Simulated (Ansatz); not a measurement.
Cost and result for the atomization energy of FH$_{4}$O$_{3}$Si$_{2}$ (`O[SiH]O[SiH](O)F`) radical (10 atoms, 9 bonds).

```xyz
10

O     1.906    0.832   -1.271
Si    1.024    1.555   -0.090
O     0.042    0.468    0.670
Si   -0.706   -0.941    0.383
O    -2.260   -0.904    0.834
F    -0.587   -1.192   -1.194
H     1.431    0.340   -1.946
H     2.019    2.046    0.906
H    -0.073   -2.068    1.073
H    -2.798   -0.137    0.635
```

Total charge 0; spin multiplicity 2. All single points use the PBE0-D4/def2-TZVP geometry. It is one conformer, not always the lowest. Program: Ansatz. Hardware: A = 2 threads of an AMD EPYC 7R13 on a shared host; B = 2 threads of an AMD EPYC 7R13 on a shared host and a share of an NVIDIA H100 80 GB. Times are those of one run each, without the atoms' runs, and a repeat can differ threefold. Electronic energies, without spin–orbit coupling; frozen cores. CCSD(T)/CBS adds CCSD(T) − MP2 in def2-TZVPP to the MP2 limit, and its time is that of the two runs behind it. T1 = 0.013; ⟨S²⟩ of the reference is 0.75. B3LYP takes the VWN-RPA correlation (the form of Gaussian; ORCA's B3LYP/G).

CCSD(T)/CBS is a level of theory with its own doubt, some kJ/mol a heavy atom from the limit and from the frozen cores, so smaller differences don't rank the functionals.

```csv
level,functions,wall time
PBE-D4/def2-TZVPP (with forces) [A],264,6 s
MP2/def2-QZVPP [B],488,6 s
r2SCAN-D4/def2-TZVPP (with forces) [A],264,13 s
PBE0-D4/def2-TZVPP [A],264,13 s
CCSD(T)/def2-TZVPP [B],264,13 s
B3LYP-D4/def2-TZVPP (with forces) [A],264,14 s
B2PLYP/def2-TZVPP [A],264,15 s
CCSD(T)/CBS(def2),–,19 s
ωB97X-V/def2-TZVPP [A],264,23 s
ωB97M-V/def2-TZVPP (with forces) [A],264,30 s
```

Q: What atomization energy does each give, and how far from CCSD(T)/CBS? (An estimate is asked.)

A: Computed: 
```tsv
level	atomization (kcal/mol)	difference from CCSD(T)/CBS	per bond
PBE-D4/def2-TZVPP (with forces) [A]	959.6	1.4	0.2
MP2/def2-QZVPP [B]	978.9	20.7	2.3
r2SCAN-D4/def2-TZVPP (with forces) [A]	955.7	-2.5	-0.3
PBE0-D4/def2-TZVPP [A]	936.5	-21.7	-2.4
CCSD(T)/def2-TZVPP [B]	925.9	-32.3	-3.6
B3LYP-D4/def2-TZVPP (with forces) [A]	945.6	-12.6	-1.4
B2PLYP/def2-TZVPP [A]	941.0	-17.2	-1.9
CCSD(T)/CBS(def2)	958.2	0.0	0.0
ωB97X-V/def2-TZVPP [A]	953.5	-4.7	-0.5
ωB97M-V/def2-TZVPP (with forces) [A]	952.9	-5.3	-0.6
```

From PBE to PBE0 (25 % exact exchange), in def2-TZVPP and without D4, the atomization energy moves by −22.3 kcal/mol: exact exchange takes away binding that semilocal exchange gives to molecules. The D4 term adds +9.3 kcal/mol with B3LYP and +4.9 kcal/mol with PBE0; it sums over pairs of atoms, weighted by their polarisabilities, and B3LYP, whose exchange is more repulsive, gets the larger term. In def2-TZVPP, CCSD(T) changes the Hartree–Fock value by +241.1 kcal/mol (the triples alone add +14.7 kcal/mol) and MP2 by +274.3 kcal/mol; breaking electron pairs costs correlation energy, which Hartree–Fock lacks.
